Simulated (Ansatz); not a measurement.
Basis-set series for `[NH2][GeH]1[CH2][O]1`. Total charge 0; spin multiplicity 1. The structure was optimised at the PBE0-D4/def2-TZVP level. It is one conformer, not always the lowest.

```csv
functional,basis,functions,energy (Eh),HOMO (eV),LUMO (eV)
PBE0-D4,def2-TZVPP,211,-2247.68718,-6.83,0.07
PBE0-D4,def2-QZVPP,410,-2247.74275,-6.87,-0.10
ωB97M-V,def2-TZVPP,211,-2247.95474,-9.05,1.87
ωB97M-V,def2-QZVPP,410,-2248.00864,-9.10,1.49
```

**Question.** Give the rows for def2-SVP. (Estimate.)

**Answer.** Ansatz gave: 
| functional | basis | functions | energy (Eh) | HOMO (eV) | LUMO (eV) |
| --- | --- | --- | --- | --- | --- |
| PBE0-D4 | def2-SVP | 99 | -2247.21510 | -6.68 | 0.31 |
| ωB97M-V | def2-SVP | 99 | -2247.47658 | -8.88 | 2.22 |

Positive LUMOs are unbound and depend on the basis. Scalar relativity is left out up to krypton.
